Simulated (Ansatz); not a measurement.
Ansatz results at the PBE0-D4/def2-TZVP geometry: zero-point energy (PBE0-D4/def2-TZVP) 285.5 kJ/mol; HOMO energy (PBE0/def2-TZVPP) -7.10 eV; LUMO energy (PBE/def2-TZVPP) -1.31 eV.

Question: Which molecule gave them?
A. `[NH2][SnH3]`
B. `[CH3][Sn]([CH3])([CH3])[I]`
C. `[OH][SnH2][OH]`
D. `[CH3][SnH]([NH2])[F]`

Answer: B. The others give `[OH][SnH2][OH]`: 105.1, -8.50, -1.32; `[NH2][SnH3]`: 118.8, -7.21, -0.95; `[CH3][SnH]([NH2])[F]`: 183.2, -7.45, -0.96.
